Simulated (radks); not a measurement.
Results of a calculation; reference values are marked as such.
Initial-state core-level shifts of the cerium ion Ce3+ when its valence configuration changes from [Xe] 4f1. Code: a radial shooting solver on a logarithmic mesh with Libxc functionals. Model: Dirac Kohn-Sham, PBEsol, spin-unpolarised, spherical densities, point nucleus; open shells fill j = l - 1/2 first. Shifts are changes of the shell-averaged eigenvalues in eV (positive: less bound).

| valence | 1s | 3p | 5s | 5p |
|---|---|---|---|---|
| 5d1 | -7.776 | -9.883 | -3.712 | -3.026 |
| 6s1 | -11.015 | -13.221 | -6.536 | -5.627 |
| 4f0.5 5d0.5 | -3.772 | -4.777 | -1.845 | -1.507 |
| 6p1 | -11.854 | -14.080 | -7.338 | -6.387 |
| 4f0.5 6p0.5 | -5.757 | -6.816 | -3.641 | -3.174 |
